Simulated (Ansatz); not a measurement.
The same path of ClF5W + H3P (11 atoms, charge 0, multiplicity 1) was run twice with different band settings. Lost on the way: W1–Cl2, W1–F3, P8–H11. Made: Cl2–H11, F3–P8.

All numbers below come from RHF/def2-SVP (Ansatz).

Relaxed end points:

```xyz
11
Properties=species:S:1:pos:R:3
W -0.848 -0.412 -0.279
Cl -0.865 -0.305 1.986
F 0.959 -0.647 -0.316
F -0.634 1.392 -0.422
F -2.660 -0.198 -0.346
F -1.075 -2.223 -0.238
F -0.846 -0.507 -2.109
P 3.007 2.193 1.716
H 3.217 3.411 2.398
H 3.738 2.554 0.563
H 4.069 1.502 2.341
```

```xyz
11
Properties=species:S:1:pos:R:3
W -0.860 0.075 -0.632
Cl 1.751 -0.741 3.314
F 1.172 1.500 0.642
F -1.435 1.719 -1.217
F -2.574 -0.567 -0.436
F -0.188 -1.175 0.563
F 0.698 0.124 -1.633
P 2.797 1.731 0.628
H 2.786 2.901 -0.160
H 2.873 2.428 1.850
H 1.042 -1.236 2.376
```

Common settings: movable images 5; climbing image yes; spring 5.0 eV/Å²; optimiser quadratic models (default); start path through a guess of the saddle point; iteration limit 60; end points relaxed.

| run | force threshold |
| --- | --- |
| 1 | 0.05 eV/Å |
| 2 | 0.5 eV/Å |

Question: What does each run give, and how far can it be trusted?

Answer: Run 1: converged after 56 iterations, highest image 3.693 eV above the first end. Neighbouring images differ by up to 3.7 eV, so the band resolves the path poorly. A vibrational analysis at the climbing image gives one clearly imaginary mode, 1516i cm⁻¹: a first-order saddle point. Another band between the same ends, with other settings, climbed to 0.829 eV only, so this may not be the lowest route.
Run 2: converged after 10 iterations, highest image 0.829 eV above the first end. The threshold of 0.5 eV/Å is loose, so the images may lie well off the minimum-energy path. The order of the point at the top wasn't checked.
The orbitals stay closed-shell, which can raise the energy where a bond breaks towards radicals; this wasn't checked here.
